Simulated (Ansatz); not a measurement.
`[SiH3][N]([SiH3])[Ge][Cl]` and `[SiH3]N([SiH3])[Si]S` differ in one atom or group.

Ansatz, PBE0-D4/def2-TZVP geometries, multiplicity 1. Each molecule was computed in one conformer, which needn't be the lowest.

Scalar relativity is left out up to krypton.

```
                                                                                  property  `[SiH3][N]([SiH3])[Ge][Cl]`
                                          size of the dipole moment (B3LYP/def2-TZVPP) / D                         1.75
                                                   HOMO–LUMO gap (ωB97M-V/def2-TZVPP) / eV                         9.39
                                                         HOMO energy (PBE/def2-TZVPP) / eV                        -6.64
                                                       LUMO energy (B3LYP/def2-TZVPP) / eV                        -2.57
ideal-gas entropy at 298 K and 1 bar (rigid rotor, harmonic PBE0-D4/def2-TZVP) / J/(mol·K)                          395
                                                       HOMO–LUMO gap (PBE/def2-TZVPP) / eV                         3.53
```

Task: What does the change do to each property? (Best estimate.)

Result: Computed: 
```json
{"property": "size of the dipole moment (B3LYP/def2-TZVPP) / D", "`[SiH3]N([SiH3])[Si]S`": "1.78", "shift": "0.03"}
{"property": "HOMO–LUMO gap (ωB97M-V/def2-TZVPP) / eV", "`[SiH3]N([SiH3])[Si]S`": "9.08", "shift": "-0.31"}
{"property": "HOMO energy (PBE/def2-TZVPP) / eV", "`[SiH3]N([SiH3])[Si]S`": "-5.84", "shift": "0.80"}
{"property": "LUMO energy (B3LYP/def2-TZVPP) / eV", "`[SiH3]N([SiH3])[Si]S`": "-1.93", "shift": "0.64"}
{"property": "ideal-gas entropy at 298 K and 1 bar (rigid rotor, harmonic PBE0-D4/def2-TZVP) / J/(mol·K)", "`[SiH3]N([SiH3])[Si]S`": "401", "shift": "6"}
{"property": "HOMO–LUMO gap (PBE/def2-TZVPP) / eV", "`[SiH3]N([SiH3])[Si]S`": "3.28", "shift": "-0.25"}
```

With PBE0 the HOMO rises by 0.86 eV and the LUMO rises by 0.58 eV, so the gap narrows by about 0.28 eV. PBE moves the HOMO by 0.80 eV and ωB97M-V by 0.91 eV. The zero-point energy changes by 22.9 kJ/mol with +3 modes. Dipoles are sizes alone; their direction can turn. Modes under 60 cm⁻¹, often nearly free rotors, make the harmonic entropy too high.

Positive LUMOs are unbound, so they and the gaps depend on the basis.

B3LYP here is the variant with VWN-RPA as its local correlation; programs differ in this.
